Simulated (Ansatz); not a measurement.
```yaml
crystal:
  periodic: [false, false, false]
  atoms:
    - {symbol: N, position_ang: [-2.548155, -3.353805, -0.005479]}
    - {symbol: Ga, position_ang: [-3.400112, -2.065469, 0.108208]}
    - {symbol: N, position_ang: [-4.049433, -0.580381, 0.116064]}
    - {symbol: N, position_ang: [0.779304, -3.312764, 0.093477]}
    - {symbol: Ga, position_ang: [-0.915069, -2.583035, 0.105073]}
    - {symbol: N, position_ang: [-0.827883, -0.468732, 0.234079]}
    - {symbol: Ga, position_ang: [-2.570692, 0.534221, 0.047398]}
    - {symbol: N, position_ang: [-2.460678, 2.463198, 0.359209]}
    - {symbol: Ga, position_ang: [1.960758, -2.330529, 0.188443]}
    - {symbol: N, position_ang: [2.600913, -0.514049, -0.011872]}
    - {symbol: Ga, position_ang: [0.751308, 0.499880, -0.095790]}
    - {symbol: N, position_ang: [1.020380, 2.476068, 0.246600]}
    - {symbol: Ga, position_ang: [-0.734844, 2.849171, 0.042529]}
    - {symbol: Ga, position_ang: [3.803732, 0.769949, -0.288434]}
    - {symbol: N, position_ang: [4.434159, 2.422905, -0.017335]}
    - {symbol: Ga, position_ang: [2.348214, 2.866173, -0.028592]}
basis:
  gaussian: {orbitals: pcseg-2, fitting: {mean_field: def2-universal-jkfit}}
total_charge: -1
magnetization: {spin_polarized: true, initial_magnetization: 1}
hamiltonian: {xc: {name: B97}}
output: {forces: true}
```

```sh
$ ansatz run in.yaml --threads 2 --pin off --events-out ev --progress --plain --max-ram 32768MiB --backend cuda --devices 0, --max-vram 18GiB
```

Shortened log:

```
Functional definition: B97
2744 factors; integrals over basis functions are off by at most 5.0e-1 eV
mean field evaluation 1: about -430845.6862 eV, gradient 1.4e2 eV
mean field evaluation 2: about -430014.1802 eV, gradient 3.3e2 eV
mean field evaluation 4: about -430913.6327 eV, gradient 4.8e1 eV
mean field evaluation 8: about -430925.1196 eV, gradient 1.6e1 eV
mean field evaluation 16: about -430926.3796 eV, gradient 3.2e-1 eV
mean field evaluation 32: about -430926.3811 eV, gradient 1.4e-3 eV
mean field evaluation 64: about -430925.9669 eV, gradient 7.7e0 eV
mean field -430926.38105343 eV, -15836.2524113215 hartree, gradient 2.7e-5 eV, S^2 0.757919; 6 other end points of the search recorded, 0 dependent functions left out
reference -430926.38110065 eV, -15836.2524130569 hartree; 153, 152 occupied and 431, 432 virtual orbitals, 2744 factors
Total energy: -430926.38110065 eV, -15836.2524130569 hartree
Atom 0 at    -2.548155    -3.353805    -0.005479 Å, force     5.933881    -9.004159    -0.587899 eV/Å
Atom 1 at    -3.400112    -2.065469     0.108208 Å, force    -4.417023     3.598717     0.492021 eV/Å
Atom 2 at    -4.049433    -0.580381     0.116064 Å, force    -2.186835     6.177409    -0.054897 eV/Å
Atom 3 at     0.779304    -3.312764     0.093477 Å, force    -6.938128    -6.789823    -0.463548 eV/Å
Atom 4 at    -0.915069    -2.583035     0.105073 Å, force     0.984365     0.632927     0.004589 eV/Å
Atom 5 at    -0.827883    -0.468732     0.234079 Å, force     0.595781     0.308681    -0.725254 eV/Å
Atom 6 at    -2.570692     0.534221     0.047398 Å, force     0.007750     0.182654     0.697840 eV/Å
Atom 7 at    -2.460678     2.463198     0.359209 Å, force     1.031606    -0.071100    -0.629271 eV/Å
Atom 8 at     1.960758    -2.330529     0.188443 Å, force     7.543091     8.290029     0.121797 eV/Å
Atom 9 at     2.600913    -0.514049    -0.011872 Å, force    -1.995432    -1.219540     0.077409 eV/Å
Atom 10 at     0.751308     0.499880    -0.095790 Å, force    -0.091223    -2.546071     0.841339 eV/Å
Atom 11 at     1.020380     2.476068     0.246600 Å, force   -23.944359    -7.416241     4.491457 eV/Å
Atom 12 at    -0.734844     2.849171     0.042529 Å, force    -2.729984    -0.280555     0.580282 eV/Å
Atom 13 at     3.803732     0.769949    -0.288434 Å, force     1.768961    -0.632751     0.112773 eV/Å
Atom 14 at     4.434159     2.422905    -0.017335 Å, force    -2.750205     0.426385    -0.314774 eV/Å
Atom 15 at     2.348214     2.866173    -0.028592 Å, force    27.187752     8.343437    -4.643864 eV/Å
Dipole moment:     1.676545     0.799676    -0.243630 e Å
```

Run time 82 s (2 threads of AMD EPYC 7R13 on a shared host and a share (18 GiB) of an NVIDIA H100 80GB HBM3), peak host memory 2.5 GiB.

The highest occupied level of an anion often lies above zero with these methods, and sets without diffuse functions describe the outer electron poorly.

The dipole of an ion depends on the origin.
